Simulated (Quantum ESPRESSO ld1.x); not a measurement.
Task: These are the eigenvalues of the occupied orbitals of an atom or ion with whole-number occupations (eV). Method: Dirac Kohn-Sham, relativistic LDA (MacDonald-Vosko exchange, VWN5 correlation), spin-unpolarised, spherical densities, point nucleus; computed with ld1.x of Quantum ESPRESSO 7.5.

orbital  eigenvalue
1s1/2      -41520.5
2s1/2      -6686.02
2p1/2      -6326.62
2p3/2      -5849.43
3s1/2      -1442.74
3p1/2      -1288.49
3p3/2      -1193.91
3d3/2      -922.582
3d5/2      -902.089
4s1/2      -286.302
4p1/2      -228.414
4p3/2      -207.902
4d3/2      -112.377
4d5/2      -108.765
5s1/2      -38.9405
5p1/2      -23.4574
5p3/2      -20.6488
6s1/2       -3.5795
4f5/2       -1.7356
4f7/2       -1.3920

Which element is it, and in what charge state? The configuration may be excited. Open shells, if any, are shared by 2j + 1.

Result: Z = 59, praseodymium, charge 0: Pr in [Xe] 4f3 6s2. The list shows which subshells hold electrons but not how many an open one holds; the 1s level, -1525.8 hartree, gives Z - s = 55.2 by -(Z - s)^2/2, which with screening and relativity narrows Z to a few neighbours, and the depths of the outer levels then fix element, charge and occupations together.
